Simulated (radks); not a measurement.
Values are calculated unless marked as measured or tabulated.
How relativity changes the ionisation of neutral sulfur ([Ne] 3s2 3p4) to S+ ([Ne] 3s2 3p3). Spin-unpolarised spherical Kohn-Sham, BLYP, point nucleus unless stated (finite: rms radius 3.2611 fm), a radial shooting solver on a logarithmic mesh with Libxc functionals. A level marked "c x" has the speed of light scaled by that factor and shares open shells by 2j + 1; other Dirac levels either fill j = l - 1/2 first or share by 2j + 1.

level                               E(S) (hartree)  E(S+) (hartree)  IE (eV)   HOMO  <r> HOMO (bohr)
non-rel.                                -398.09881       -397.67133   11.632     3p            2.079
scalar-rel.                             -399.23119       -398.80421   11.619     3p            2.079
scalar-rel., finite nucleus             -399.23081       -398.80383   11.619     3p            2.079
Dirac, 2j+1 shares                      -399.23216       -398.80517   11.619  3p3/2            2.083
Dirac, low j first                      -399.23425       -398.80887   11.575  3p3/2            2.084
Dirac, 2j+1 shares, finite nucleus      -399.23178       -398.80479   11.619  3p3/2            2.083
Dirac, c x 0.85                         -399.67154       -399.24474   11.614  3p3/2            2.084
Dirac, c x 2                            -398.38072       -397.95337   11.629  3p3/2            2.080
Dirac, c x 100                          -398.09892       -397.67144   11.632  3p3/2            2.079

NIST Atomic Spectra Database: 10.360 eV (measured). The relativistic part of the total energy of S is -1.133 hartree (Dirac, 2j+1 shares, finite nucleus), 0.28 % of the non-relativistic value. Spin polarisation and multiplet splitting of open shells are left out at every level.

Beside tabulated values, note that spin-unpolarised runs miss the spin-polarisation part of the exchange energy of open shells.
